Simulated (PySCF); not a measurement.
A GIAO shielding run with PySCF (density fitting, non-relativistic, gas phase) on SMILES C(C)N([SiH3])[Si@](C)(N)P, C3H15N2PSi2:

```
$ OMP_NUM_THREADS=1 python probes_run.py task.json out

{"job": {"kind": "nmr", "xc": "PBE0", "basis": "pcSseg-1"}, "charge": 0, "multiplicity": 1}
C     -2.234110     1.108900     0.810924
C     -1.449385     0.959110    -0.485288
N     -0.562141    -0.186417    -0.473639
Si    -1.258179    -1.732555    -0.808195
Si     0.991099    -0.016207     0.296281
C      2.333223    -0.627236    -0.927826
N      0.944877    -0.869801     1.804032
P      1.283884     2.136502     0.882768
H     -2.849761     0.228843     0.978899
H     -1.540203     1.213015     1.642545
H     -2.873169     1.987456     0.767669
H     -2.141056     0.862252    -1.327601
H     -0.850620     1.864875    -0.644689
H     -0.141621    -2.643645    -1.047842
H     -2.071569    -2.264283     0.295712
H     -2.095195    -1.563683    -1.997109
H      2.290333    -0.094256    -1.872744
H      2.209806    -1.684167    -1.140085
H      3.327571    -0.486052    -0.513176
H      1.716678    -0.782772     2.445209
H      0.606064    -1.818339     1.794577
H      1.816313     2.518343    -0.335291
H      2.542408     1.917100     1.410826
```

Hardware: 1 thread of an Arm Neoverse N1, shared host. The job also computes population analyses, field gradients.

Q: How large is the calculation?

A: 90 electrons, 232 basis functions and 1266 auxiliary functions.

Q: How long does it take, and how much memory does it need?

A: 120 s of wall time, with 13 SCF cycles and 4 response iterations; peak memory 1.1 GiB. Times on a shared host scatter by some tens of per cent.
